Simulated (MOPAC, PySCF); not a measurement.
Stepwise substitution at one centre (Sn Cl-OH). Isolated molecules, 0 K electronic values unless said otherwise. One relaxed conformer stands for each flexible species; it need not be the lowest. Strings in code marks are SMILES.

Quantity: redistribution energy (mixed species minus the weighted end members), in kcal/mol. Semi-empirical values (MOPAC) are differences of heats of formation.

Level 1: r2SCAN-D4/def2-TZVP (PySCF)
Level 2: M06-2X/6-31G* (LANL2DZ on Sn) // r2SCAN-D4/def2-TZVP (PySCF)
Level 3: PBE/6-31G* (LANL2DZ on Sn) // r2SCAN-D4/def2-TZVP (PySCF)
Level 4: AM1 // r2SCAN-D4/def2-TZVP (MOPAC)

```csv
species,level 2,level 3,level 4
3 of 4 Cl replaced by OH: `[OH][Sn]([OH])([OH])[Cl]`,-0.59,-0.58,-0.22
1 of 4 Cl replaced by OH: `[OH][Sn]([Cl])([Cl])[Cl]`,-0.68,-0.98,0.63
```

### Question
What does level 1 give for each?

### Answer

- 3 of 4 Cl replaced by OH: `[OH][Sn]([OH])([OH])[Cl]`: -0.09
- 1 of 4 Cl replaced by OH: `[OH][Sn]([Cl])([Cl])[Cl]`: -0.46
